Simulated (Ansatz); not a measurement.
Start from `C#[C][SnH2][Cl]` and change one atom or group to get `[BH2][SnH2][C]#C`.

Ansatz, PBE0-D4/def2-TZVP geometries, multiplicity 1. 

Elements past krypton have def2 core potentials.

```csv
property,`C#[C][SnH2][Cl]`
HOMO–LUMO gap (B3LYP/def2-TZVPP) / eV,6.87
HOMO energy (ωB97M-V/def2-TZVPP) / eV,-10.69
HOMO–LUMO gap (ωB97M-V/def2-TZVPP) / eV,11.37
size of the dipole moment (B3LYP/def2-TZVPP) / D,2.35
HOMO energy (B3LYP/def2-TZVPP) / eV,-8.20
LUMO energy (ωB97M-V/def2-TZVPP) / eV,0.68
```

(1) Give the same properties after the change, and the shifts. (An estimate is asked.)

## Answers

(1) The calculation gave: 
```json
{"property": "HOMO–LUMO gap (B3LYP/def2-TZVPP) / eV", "`[BH2][SnH2][C]#C`": "4.55", "shift": "-2.32"}
{"property": "HOMO energy (ωB97M-V/def2-TZVPP) / eV", "`[BH2][SnH2][C]#C`": "-9.86", "shift": "0.83"}
{"property": "HOMO–LUMO gap (ωB97M-V/def2-TZVPP) / eV", "`[BH2][SnH2][C]#C`": "9.10", "shift": "-2.27"}
{"property": "size of the dipole moment (B3LYP/def2-TZVPP) / D", "`[BH2][SnH2][C]#C`": "1.10", "shift": "-1.25"}
{"property": "HOMO energy (B3LYP/def2-TZVPP) / eV", "`[BH2][SnH2][C]#C`": "-7.47", "shift": "0.73"}
{"property": "LUMO energy (ωB97M-V/def2-TZVPP) / eV", "`[BH2][SnH2][C]#C`": "-0.76", "shift": "-1.44"}
```

With PBE0 the HOMO rises by 0.75 eV and the LUMO falls by 1.61 eV, so the gap narrows by about 2.36 eV. PBE moves the HOMO by 0.66 eV and ωB97M-V by 0.83 eV. Dipoles are sizes alone; their direction can turn.

B3LYP here is the variant with VWN-RPA as its local correlation; programs differ in this.
